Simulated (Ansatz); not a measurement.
Diatomic GaNi, multiplicity 4 (an upper state: multiplicity 2 came lower at PBE0/def2-TZVPP). No spin–orbit coupling. Ni is treated without relativity. Ga is treated without relativity.

Seven points along R, fitted to fifth degree in 1/R; most abundant isotopes. In def2 and cc sets the state is the lowest found near the PBE0 minimum, followed along R.

The values were computed with Ansatz (Gaussian orbitals). 

**Question.** What bond length and harmonic frequency does PBE/def2-TZVPP give?

**Answer.** r_e = 2.309 Å, ω_e = 234 cm⁻¹.

**Question.** What bond length and harmonic frequency does PBE0/def2-TZVPP give?

**Answer.** r_e = 2.328 Å, ω_e = 221 cm⁻¹.

**Question.** What bond length and harmonic frequency does wB97X-V/def2-TZVPP give?

**Answer.** r_e = 2.331 Å, ω_e = 218 cm⁻¹.

Ansatz is an electronic-structure program.
